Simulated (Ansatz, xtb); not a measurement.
Species: CH2N, charge -1, multiplicity 1. It need not be the lowest isomer of its formula. Whether it binds its extra electron was not tested at this geometry. SMILES: [CH-]=N
Geometry from a B3LYP-D3(BJ)/def2-TZVP (Ansatz, an electronic-structure program) optimisation:
```xyz
4

C     -0.7014     0.0944     0.0076
N      0.5327    -0.3221    -0.0342
H     -0.7601     1.2427     0.1381
H      1.2390     0.4451     0.0563
```
Charge -1, spin multiplicity 1.

Harmonic wavenumbers from GFN2-xTB (xtb, at its own minimum), cm⁻¹: 1038, 1096, 1260, 1461, 1569, 2583.

Task: Give the harmonic wavenumbers at B3LYP-D3(BJ)/def2-TZVP (Ansatz, finite differences of forces, unscaled).

Result: 1121, 1154, 1390, 1474, 2239, 2911 cm⁻¹. Zero-point energy 14.7 kcal/mol.

Task: From these and the geometry, give the ideal-gas thermochemistry at 298.15 K and 1 atm (rigid rotor, harmonic oscillator).

Result: Point group Cs, rotational symmetry number 1. Rotational constants 260.9, 37.93, 33.12 GHz. S(trans) 35.93, S(rot) 17.53, S(vib) 0.14, S(elec, spin only) 0.00, S 53.6 cal/(mol K). H(298) - H(0) 2.41 kcal/mol; G - E(el) 1.1 kcal/mol.
